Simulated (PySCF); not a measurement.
C2H7NO2Si.
Atom-mapped SMILES: `[CH3:1][O:2][SiH2:3][NH:4][CH:5]=[O:6]` (hydrogens: H7, H8, H9 on C1; H10, H11 on Si3; H12 on N4; H13 on C5)

Computed with PBE0-D3(BJ)/def2-SVP geometry optimisation, gas phase in PySCF 2.14.0.

Question: Give the optimised bond lengths and angles.

Answer: 
```
               bond  length (bohr)
              C1–O2          2.644
             O2–Si3          3.140
             Si3–N4          3.337
              N4–C5          2.562
              C5=O6          2.292
C1–H7, C1–H8, C1–H9          2.086
   Si3–H10, Si3–H11          2.814
             N4–H12          1.917
             C5–H13          2.108
```

Bonds in one row agree within 0.02 bohr and their mean is given. A selection of angles:
```
      angle  degrees
   O2–C1–H7    112.1
   O2–C1–H9    108.8
   H7–C1–H8    108.0
  C1–O2–Si3    124.7
  O2–Si3–N4    100.7
 O2–Si3–H10    111.0
 N4–Si3–H10    111.5
H10–Si3–H11    110.8
  Si3–N4–C5    117.6
 Si3–N4–H12    122.7
  C5–N4–H12    119.7
   N4–C5–O6    122.1
  N4–C5–H13    115.2
  O6–C5–H13    122.8
```

Torsions: C1–O2–Si3–N4 179° (antiperiplanar); O2–Si3–N4–C5 180° (antiperiplanar); Si3–N4–C5–O6 0° (synperiplanar).

The 6 heavy atoms lie in one plane (0.005 Å rms). O2 (silyl ether oxygen) is bent (angle 124.7°). The 2 C–O bonds span 1.213 Å (C5=O6, drawn double) to 1.399 Å (C1–O2, drawn single), a spread of 0.186 Å. Si3 (oxygen-bound silicon) is distorted tetrahedral (angles from 100.7° to 111.5°). N4 (amide nitrogen) is planar (angles 122.7°, 119.7° and 117.6°, sum 360.0°, 0.00 Å off the plane of its three neighbours).

Point group: Cs (every atom within 0.08 Å of its image). No PBE0-D3(BJ)/def2-SVP frequencies stand behind this structure, so it isn't proved a minimum. One conformer, not necessarily the lowest.

On Arm Neoverse N1, one thread, on a shared host, this took 76 s wall and 0.51 GiB of memory at its peak. This is the geometry optimisation.
